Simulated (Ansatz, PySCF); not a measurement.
Te (SMILES [Te-]), charge -1, doublet (core potentials on Te) (in this run its highest filled SCF level lies above zero, so its values depend strongly on the basis, on diffuse functions most of all). Base run: B3LYP/def2-SVP in PySCF.

The PySCF input:
```python
from pyscf import gto, scf, dft

mol = gto.Mole()
mol.atom = '''
    Te    0.00000000    0.00000000    0.00000000
'''
mol.basis = 'def2-svp'
mol.ecp = {'Te': 'def2-svp'}
mol.charge = -1
mol.spin = 1
mol.verbose = 4
mol.build()

mf = dft.UKS(mol)
mf.xc = 'b3lyp'
mf.kernel()
```

The same geometry, method and basis name were run in Ansatz (an electronic-structure program) and PySCF, at each program's defaults and at the settings that a row names. The base is PySCF at its defaults. Differences at the defaults can come from grids, fitting, cores and function types together.

```csv
code and settings,ΔE vs base (µEh),basis functions,E (Eh),SCF cycles
"PySCF, defaults (exact integrals, its default grid, spherical functions)",0.0,26,-268.12538,8
"Ansatz, defaults (factorised integrals, its default grid, spherical functions)",-0.4,26,-268.12538,-
"PySCF, density fitting with def2-universal-jkfit",-24.6,26,-268.12540,8
"PySCF, fine grid",0.8,26,-268.12538,8
"Ansatz, high accuracy",-0.3,26,-268.12538,-
```

Open shells are given as the SCF converged; they aren't shown to be the lowest states, and a large step between rows can be another state.
